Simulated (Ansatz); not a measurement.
A nudged elastic band was laid between two geometries of CH$_{7}$AlFGeN (12 atoms, charge 0, multiplicity 1).

These are results of RHF/def2-SVP (Ansatz), not measurements.

* movable images: 5
* climbing image: yes
* spring: 5.0 eV/Å²
* optimiser: quadratic models (default)
* start path: through a guess of the saddle point
* force threshold: 0.05 eV/Å
* iteration limit: 60
* end points: relaxed

Initial state:

```xyz
12
Properties=species:S:1:pos:R:3
F -1.582 -0.442 -0.701
C -0.363 0.287 -0.649
Al -0.995 2.181 -0.769
N 0.377 -0.032 0.510
Ge 1.066 -1.723 0.797
H 0.185 -0.058 -1.526
H -1.386 2.890 0.588
H -1.116 2.912 -2.162
H 0.059 0.437 1.338
H 2.162 -1.590 1.862
H 0.018 -2.732 1.286
H 1.652 -2.185 -0.540
```

Final state:

```xyz
12
Properties=species:S:1:pos:R:3
F -1.218 -0.998 -0.625
C -0.532 0.078 -0.367
Al -1.062 2.038 -1.073
N 0.501 -0.177 0.361
Ge 1.058 -1.876 1.036
H -0.993 1.867 -2.662
H -2.495 2.277 -0.404
H 0.188 2.789 -0.379
H 1.040 0.648 0.568
H 2.317 -1.529 1.821
H -0.063 -2.402 1.919
H 1.337 -2.770 -0.163
```

**Question.** Which bonds break or form, and what moves?

**Answer.** Bonds broken: C2–H6. Bonds formed: Al3–H6.

**Question.** What energy profile does the band end with?

**Answer.** It converged. The highest image is number 3 of 0 to 6, 1.09 eV above the first end and 0.98 eV above the last; the last end lies 0.11 eV above the first. A vibrational analysis at the climbing image gives one clearly imaginary mode, 893i cm⁻¹: a first-order saddle point. The orbitals stay closed-shell, which can raise the energy where a bond breaks towards radicals; this wasn't checked here.

```
image  path coordinate (Å)  energy (eV)  C2–H6 (Å)  Al3–H6 (Å)
    0                 0.00         0.00       1.09        2.64
    1                 1.51         0.03       1.09        2.61
    2                 3.03         0.09       1.10        2.58
    3                 4.54         1.09       1.54        1.74
    4                 5.57         0.32       2.50        1.61
    5                 6.60         0.15       2.79        1.61
    6                 7.63         0.11       2.95        1.60
```

**Question.** What is the geometry of the highest image?

**Answer.** 
```xyz
12
Properties=species:S:1:pos:R:3:forces:R:3
F -1.538 -0.647 -0.127 -0.01 0.01 0.00
C -0.690 0.367 0.026 0.03 -0.01 0.02
Al -1.060 2.053 -0.877 0.00 -0.01 -0.01
N 0.406 -0.051 0.692 -0.02 0.00 -0.03
Ge 1.051 -1.804 0.699 0.01 0.01 0.00
H -0.345 0.575 -1.464 -0.01 0.02 0.00
H -2.515 2.310 -1.417 0.01 0.00 0.00
H 0.070 3.140 -0.670 0.00 0.00 0.00
H 0.987 0.685 1.041 0.00 -0.01 0.01
H 2.412 -1.697 1.390 0.00 0.00 0.00
H 0.108 -2.705 1.488 0.00 0.00 0.01
H 1.192 -2.283 -0.746 0.00 0.00 0.00
```

**Question.** What are the harmonic wavenumbers there?

**Answer.** 893i, 80, 133, 139, 202, 371, 391, 531, 543, 617, 619, 700, 703, 784, 804, 880, 947, 953, 970, 1056, 1262, 1408, 1561, 1666, 2013, 2043, 2269, 2273, 2299, 3838 cm⁻¹.

Run time: 2.9 min on 2 threads of Intel(R) Xeon(R) 6975P-C (Granite Rapids), with other jobs on the host, peak memory 0.37 GiB.
